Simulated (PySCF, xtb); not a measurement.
Se(SH)(SiH3) (H₄SSeSi), SMILES [SiH3][Se]S.

xtb 6.7.1 with GFN2-xTB at its own geometry gives an orbital gap of 3.10 eV and a dipole moment of 2.89 D.

Geometry: r2SCAN-D4/def2-SVP. One conformer was computed; it need not be the lowest.

Problem. What does PBE0/def2-TZVPD (PySCF) give? (Estimate from the structure and the level; the computed values follow.)

Solution. gap 5.38 eV (levels -7.21 and -1.83 eV), dipole 1.13 D.
